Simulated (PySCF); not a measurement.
**Relaxation of quartet NbH2**

These are results of PySCF, UB3LYP, basis Nb def2-TZVP with ECP28, H def2-TZVP (scalar-relativistic core potentials, no spin–orbit coupling, density fitting), not measurements. A (50,194) grid was used.

A hand-made linear start, of D∞h symmetry, held to at least that symmetry:

Coordinates in bohr (charge 0 multiplicity 4):
```
Nb    0.0000    0.0000    0.0000
H     0.0000    0.0000    3.3826
H     0.0000    0.0000   -3.3826
```

Question: What does it relax to?

Answer: It ends at D∞h with Nb–H 1.900 Å (×2); H–Nb–H 180.0°. A frequency run shows 2 imaginary modes (one degenerate set), down to 948i cm⁻¹, so it is a higher-order saddle point. Other isomers or separated fragments may lie lower.

Question: How much energy is released, and in how many steps?

Answer: 13.4 kJ/mol in 4 steps.

Other spin states or occupations of the open shell can lie lower.

The relaxation took 2.7 s on 2 threads of a shared Arm Neoverse V2 host, with 52 basis functions and 5 gradients; the process peaked at 0.37 GiB. Launch command: `OMP_NUM_THREADS=2 python axn.py task.json out`.
